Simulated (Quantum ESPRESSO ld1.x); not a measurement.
All-electron atom: As I in [Ar] 3d10 4s2 4p(up 2, down 1) (spins set by hand, not the high-spin state).

Method: scalar-relativistic Kohn-Sham, LDA (Slater exchange, Perdew-Zunger correlation), spin-polarised, spherical densities, point nucleus; computed with ld1.x of Quantum ESPRESSO 7.5.

Energy parts (Ry):
total: -4515.5123
kinetic: 4600.7952
electron-nucleus: -10890.5744
Hartree: 1935.2861
exchange-correlation: -161.0192

Orbitals (lengths in bohr, moments of r in powers of bohr; r(max) is where P^2 peaks; r(90%) holds 90 % of the orbital's charge):
orbital  occ.  eigenvalue (Ry)   r(max)   <1/r>  r(90%)
1s up       1         -859.845  0.02978   33.42  0.0814
1s down     1         -859.841  0.02978   33.42  0.0814
2s up       1         -109.095   0.1703   7.356   0.314
2s down     1         -109.094   0.1703   7.356   0.314
2p up       3         -95.7660   0.1363   7.216   0.290
2p down     3         -95.7633   0.1363   7.216   0.290
3s up       1         -13.9272   0.5222   2.382   0.896
3s down     1         -13.9233   0.5222   2.383   0.896
3p up       3         -9.80542   0.5210   2.232   0.949
3p down     3         -9.80086   0.5210   2.232   0.949
3d up       5         -3.00661   0.4751   1.907    1.14
3d down     5         -2.99952   0.4750   1.909    1.14
4s up       1         -1.10043    1.608  0.6844    2.91
4s down     1         -1.05538    1.604  0.6851    2.92
4p up       2         -0.41172    1.970  0.5207    3.95
4p down     1         -0.36954    1.974  0.5149    4.05

The highest occupied level is 4p down at -5.028 eV. The density falls to 0.001 e/bohr^3 at r = 4.39 bohr. Spin moment in Bohr magnetons: 1.
